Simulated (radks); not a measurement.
Results of a calculation; reference values are marked as such.
Initial-state core-level shifts of the indium ion In3+ when its valence configuration changes from [Kr] 4d10. Level of theory: Dirac Kohn-Sham, PBEsol, spin-unpolarised, spherical densities, finite nucleus; open shells are shared between the two j in proportion to 2j + 1; Fermi nuclear charge, rms radius 4.6156 fm (a radial shooting solver on a logarithmic mesh with Libxc functionals). Shifts are changes of the shell-averaged eigenvalues in eV (positive: less bound); the change of the density at the nucleus, which sets a Mossbauer isomer shift, is in e/bohr^3, on a base of 1.744e+05.

[
 {"valence": "4d8 5p2", "2p": "-17.060", "3d": "-16.683", "4s": "-14.622", "4p": "-14.053", "density at nucleus": "+15.04"},
 {"valence": "4d9 5p1", "2p": "-8.385", "3d": "-8.226", "4s": "-7.302", "4p": "-7.030", "density at nucleus": "+6.94"},
 {"valence": "4d9 5s1", "2p": "-7.059", "3d": "-6.874", "4s": "-5.953", "4p": "-5.693", "density at nucleus": "+55.20"},
 {"valence": "4d8 5s1 5p1", "2p": "-15.785", "3d": "-15.382", "4s": "-13.337", "4p": "-12.783", "density at nucleus": "+67.35"},
 {"valence": "4d9.5 5s0.5", "2p": "-3.482", "3d": "-3.396", "4s": "-2.959", "4p": "-2.831", "density at nucleus": "+26.62"},
 {"valence": "4d9.5 5p0.5", "2p": "-4.154", "3d": "-4.081", "4s": "-3.646", "4p": "-3.513", "density at nucleus": "+3.32"},
 {"valence": "4d9 5s0.5 5p0.5", "2p": "-7.725", "3d": "-7.553", "4s": "-6.631", "4p": "-6.365", "density at nucleus": "+31.23"},
 {"valence": "4d7.5 5s1.5 5p1", "2p": "-19.619", "3d": "-19.071", "4s": "-16.391", "4p": "-15.690", "density at nucleus": "+100.67"}
]
